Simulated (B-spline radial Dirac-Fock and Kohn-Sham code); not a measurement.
**Magnetic form factor of the 5d shell of Pt⁴⁺**

System: the Pt⁴⁺ ion, configuration [Xe] 4f14 5d6.

Input file task.json (cfg lists n, l and occupation; rrms is the nuclear radius in fm):

```json
{"items": [{
  "Z": 78,
  "q": 4,
  "cfg": [[1, 0, 2], [2, 0, 2], [2, 1, 6], [3, 0, 2], [3, 1, 6], [3, 2, 10], [4, 0, 2], [4, 1, 6], [4, 2, 10], [4, 3, 14], [5, 0, 2], [5, 1, 6], [5, 2, 6]],
  "A": 195,
  "rrms": 5.427,
  "do": ["scatter"],
  "s": [0.0, 0.05, 0.1, 0.15, 0.2, 0.25, 0.3, 0.35, 0.4, 0.45, 0.5, 0.6, 0.7, 0.8, 0.9, 1.0, 1.1, 1.2, 1.4, 1.6, 1.8, 2.0, 2.5, 3.0, 3.5, 4.0, 5.0, 6.0],
  "pz": [0, 0.1, 0.14, 0.21, 0.3, 0.44, 0.63, 0.91, 1.3, 1.9, 2.8, 4.0, 5.8, 8.3, 12.0, 17.0, 25.0, 36.0, 53.0, 76.0, 110.0],
  "hv_scatter": [1000, 2000, 5000, 8047.8, 17479.3, 30000, 50000, 1000000]
}]}
```

Run with: `python xray_run.py task.json out`

Level of theory: relativistic Hartree-Fock (Dirac-Fock) wave functions, averaged over the configuration; a radial B-spline solver. ⟨j_K⟩ is the integral of the 5d radial density with the spherical Bessel function j_K(4πsr), s = sin θ/λ.

| s (Å⁻¹) | ⟨j0⟩ | ⟨j2⟩ | ⟨j4⟩ |
| --- | --- | --- | --- |
| 0 | 1.0000 | 0.0000 | 0.0000 |
| 0.05 | 0.9581 | 0.0166 | 0.0001 |
| 0.1 | 0.8421 | 0.0609 | 0.0016 |
| 0.15 | 0.6776 | 0.1189 | 0.0071 |
| 0.2 | 0.4963 | 0.1742 | 0.0186 |
| 0.25 | 0.3263 | 0.2138 | 0.0363 |
| 0.3 | 0.1858 | 0.2316 | 0.0578 |
| 0.35 | 0.0823 | 0.2280 | 0.0798 |
| 0.4 | 0.0149 | 0.2076 | 0.0990 |
| 0.45 | -0.0225 | 0.1768 | 0.1127 |
| 0.5 | -0.0376 | 0.1415 | 0.1201 |
| 0.6 | -0.0302 | 0.0750 | 0.1165 |
| 0.7 | -0.0061 | 0.0277 | 0.0963 |
| 0.8 | 0.0142 | 0.0020 | 0.0698 |
| 0.9 | 0.0250 | -0.0075 | 0.0447 |
| 1 | 0.0273 | -0.0073 | 0.0247 |
| 1.1 | 0.0242 | -0.0027 | 0.0108 |
| 1.2 | 0.0185 | 0.0030 | 0.0025 |
| 1.4 | 0.0071 | 0.0110 | -0.0025 |
| 1.6 | 0.0003 | 0.0129 | 0.0000 |

Radial moments of the shell: ⟨r²⟩ = 2.323, ⟨r⁴⟩ = 8.639, ⟨r⁶⟩ = 48.36 in powers of bohr.

Values without a named source are computed, but for edge energies of neutral atoms, which are taken from tables.
